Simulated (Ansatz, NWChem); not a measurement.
## Worked example: the enthalpy of formation of I2 (iodine)

The species is I2 (2 atoms), meant as a singlet with charge 0. As SMILES, `II`. Geometry: relaxed at PBE0-D4/def2-TZVP.

```xyz
2

I     0.0000    0.0000    0.0047
I     0.0000    0.0000    2.6604
```

Total energies at r2SCAN/def2-TZVPP (core potential) (NWChem 7.3.0); the atoms run unrestricted:

```tsv
species	state	energy (Eh)
I2	singlet	-595.663900
I	doublet	-297.795079
```

Harmonic wavenumbers at PBE0-D4/def2-TZVP, in cm⁻¹: 226.

Measured heats of formation of the gaseous atoms at 298.15 K, in kJ/mol: I 106.8. Spin-orbit lowering of the atoms at 298 K (mean of the ground term's levels less their thermal mean, from spectra), in kJ/mol: I 30.32. Take 1 Eh = 2625.50 kJ/mol, 1 cm⁻¹ = 0.0119627 kJ/mol, RT = 2.479 kJ/mol.

Problem. Work out the heat of formation of the gas at 298 K.

Solution. 
1. Electronic atomisation energy: 2 × (-297.795079) − (-595.663900) = 0.073742 Eh = 193.6 kJ/mol.
2. Zero-point energy: half the sum of the wavenumbers, 113 cm⁻¹ = 1.4 kJ/mol.
3. Thermal vibrational enthalpy, Σ hcν̃/(exp(hcν̃/kT) − 1): 1.4 kJ/mol. Translation, rotation and pV of a linear molecule: 3.5 RT = 8.7 kJ/mol.
4. The 2 free atoms carry 5/2 RT each: 12.4 kJ/mol.
5. Spin-orbit coupling lowers the free atoms by 2 × 30.32 = 60.6 kJ/mol.
6. Atomisation enthalpy at 298 K: 193.6 − 60.6 − 1.4 − 1.4 − 8.7 + 12.4 = 133.9 kJ/mol.
7. Sum of the atoms' heats of formation: 213.6 kJ/mol. Heat of formation: 213.6 − 133.9 = +79.7 kJ/mol.

The tabulated value is +62.4 kJ/mol (Active Thermochemical Tables), so this level is off by +17.3 kJ/mol, or 11.4 % of the atomisation enthalpy that the table implies (151.1 kJ/mol). The molecule's own second-order spin-orbit lowering, which matters beside iodine, is left out. Anharmonicity and any spin-orbit splitting of the molecule are left out.
